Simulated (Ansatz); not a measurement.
CH$_{5}$AlSSi. Charge 0, multiplicity 1. The bonds changed during the relaxation, so this is another structure than the one it started from.

```tsv
atom	x (Å)	y (Å)	z (Å)
Al1	1.568	1.073	0.716
C2	0.217	-0.021	-0.226
Si3	-1.452	-0.839	-0.367
S4	1.416	-0.076	-1.348
H5	1.442	2.642	0.560
H6	2.474	0.324	1.774
H7	-1.611	-1.580	-1.644
H8	-2.471	0.236	-0.256
H9	-1.582	-1.760	0.791
```

Task: What are the harmonic wavenumbers in cm⁻¹ at PBE0-D4/def2-TZVP (Ansatz, finite differences of forces, unscaled)? (Estimate.)

Result: The calculation gave: 92, 142, 189, 270, 377, 422, 484, 565, 597, 644, 748, 824, 900, 928, 937, 1116, 1933, 1941, 2225, 2235, 2238.

Task: Is this a minimum?

Result: Yes, all 21 modes are real.

Task: Give the ideal-gas thermochemistry at 298.15 K and 1 bar (rigid rotor, harmonic oscillator; point group Cs, symmetry number 1).

Result: Zero-point energy 118.5 kJ/mol; H(298) − E = 139.2 kJ/mol; entropy 343.9 J/(mol·K), of which translation 166.8, rotation 113.9, vibration 63.2; G(298) − E = 36.7 kJ/mol. Modes under 100 cm⁻¹ are hindered rotations or soft bends, so the harmonic entropy is rough.

Task: Rotational constants (cm⁻¹)?

Result: 0.1894, 0.06997, 0.05334.
